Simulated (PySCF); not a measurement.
Stepwise substitution at one centre (Ga F-CH3). Gas-phase values, no solvent. Strings in code marks are SMILES.

The four lowest singlet excitations (Tamm–Dancoff). Calculation: PBE-D3(BJ)/def2-TZVP // B3LYP-D3(BJ)/def2-TZVP run with PySCF. Excitations are Tamm–Dancoff values on a coarser integration grid. The basis has no diffuse functions, so Rydberg states are missing or too high.

| state | energy (eV) | wavelength (nm) | oscillator strength |
|---|---|---|---|
| S1 | 6.72 | 184 | 0.018 |
| S2 | 6.95 | 178 | 0.168 |
| S3 | 6.97 | 178 | 0.013 |
| S4 | 7.07 | 175 | 0.000 |

Task: Say which member gives these states.
A) `[CH3][Ga]([F])[F]`
B) `[CH3][Ga]([CH3])[CH3]`
C) `[CH3][Ga]([CH3])[F]`
D) `[F][Ga]([F])[F]`

Result: A, `[CH3][Ga]([F])[F]`
